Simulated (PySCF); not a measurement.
C₃H₉GeNSi.
Bonds: C1–C2, C2–C3 (triple), C3–Ge4, Ge4–Si5, Si5–N6. Hydrogens: H7, H8, H9 on C1; H10, H11 on Ge4; H12, H13 on Si5; H14, H15 on N6.

Level of theory: PBE0-D3(BJ)/def2-SVP geometry optimisation, gas phase in PySCF 2.14.0.

List the bond lengths, angles and torsions at this level.

| bond | length (bohr) | order |
| --- | --- | --- |
| C1–C2 | 2.745 | single |
| C2≡C3 | 2.305 | triple |
| C3–Ge4 | 3.600 | single |
| Ge4–Si5 | 4.498 | single |
| Si5–N6 | 3.273 | single |
| C1–H7, C1–H8, C1–H9 | 2.081 | single |
| Ge4–H10, Ge4–H11 | 2.910 | single |
| Si5–H12, Si5–H13 | 2.835 | single |
| N6–H14, N6–H15 | 1.918 | single |

Bonds in one row agree within 0.02 bohr and their mean is given. Orders are formal, as drawn. A selection of angles:
| angle | degrees |
| --- | --- |
| C2–C1–H7 | 111.4 |
| H7–C1–H8 | 107.8 |
| C1–C2–C3 | 178.5 |
| C2–C3–Ge4 | 176.2 |
| C3–Ge4–Si5 | 104.2 |
| C3–Ge4–H10 | 108.4 |
| Si5–Ge4–H10 | 114.3 |
| H10–Ge4–H11 | 108.5 |
| Ge4–Si5–N6 | 103.7 |
| Ge4–Si5–H12 | 112.5 |
| Ge4–Si5–H13 | 108.2 |
| N6–Si5–H12 | 109.3 |
| N6–Si5–H13 | 116.8 |
| H12–Si5–H13 | 106.5 |
| Si5–N6–H14 | 120.6 |
| Si5–N6–H15 | 117.2 |
| H14–N6–H15 | 111.1 |

Torsions: C3–Ge4–Si5–N6 -42° (synclinal). The mirror-image conformer, all signs reversed, is as good.

The C–C distances run from 1.219 Å (C2≡C3, drawn triple) to 1.453 Å (C1–C2, drawn single), a spread of 0.234 Å. Si5 (SiH2 silicon) is distorted tetrahedral (angles from 103.7° to 116.8°). Of the pairs four or more bonds apart, C3···H15 is among the closest relative to their van der Waals radii: 2.93 Å, 101 % of the sum of Bondi's values. N6 (silicon-bound nitrogen) has angles 120.6°, 117.2° and 111.1°, sum 348.9°, 0.23 Å off the plane of its three neighbours. Ge4 (germanium bonded to C, Si and 2 H) is distorted tetrahedral (angles from 104.2° to 114.3°).

Point group: C1 (no symmetry element, even within 0.4 Å). Not checked by PBE0-D3(BJ)/def2-SVP frequencies. The numbers are those of one conformer (C3–Ge4–Si5–N6 -42°, Ge4–Si5–N6–H -178° and 42°).
